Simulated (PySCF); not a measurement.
# Bond curve of InPb

Set-up: In cc-pVDZ-PP with ECP28, Pb cc-pVDZ-PP with ECP60; scalar-relativistic core potentials (PySCF 2.14). Energies in eV from In + Pb in their ground configurations at the same level. State: ⁴Σ⁻ (quartet), unpaired electrons σ ↑, π ↑↑.

```
R (Å)     PBE
2.507  -1.371
2.623  -1.742
2.740  -1.946
2.828  -2.023
2.915  -2.053
3.002  -2.049
3.119  -2.005
3.265  -1.911
3.440  -1.766
3.673  -1.552
```

Question: Put a parabola through the three lowest points of the PBE curve and estimate Re, k and ωe (reduced mass 74.01 u; 1 eV/Å² = 0.16022 mdyn/Å; ωe = 1302.8·√(k/μ) cm⁻¹).

Answer: Through R = 2.828, 2.915, 3.002 Å the second-order coefficient is 2.25 eV/Å², so Re ≈ 2.948 Å, k ≈ 0.720 mdyn/Å and ωe ≈ 128 cm⁻¹. A polynomial fit of higher order to the unrounded PBE energies gives Re = 2.945 Å, k = 0.644 mdyn/Å, ωe = 121 cm⁻¹; anharmonicity and rounding make the difference.

The higher-order fit for each curve: PBE: Re = 2.945 Å, ωe = 121 cm⁻¹, De = 2.05 eV.

These are scalar-relativistic numbers at best; spin–orbit coupling would shift them, the dissociation energy most. The state was picked by a PBE0 search and need not be the measured ground state.
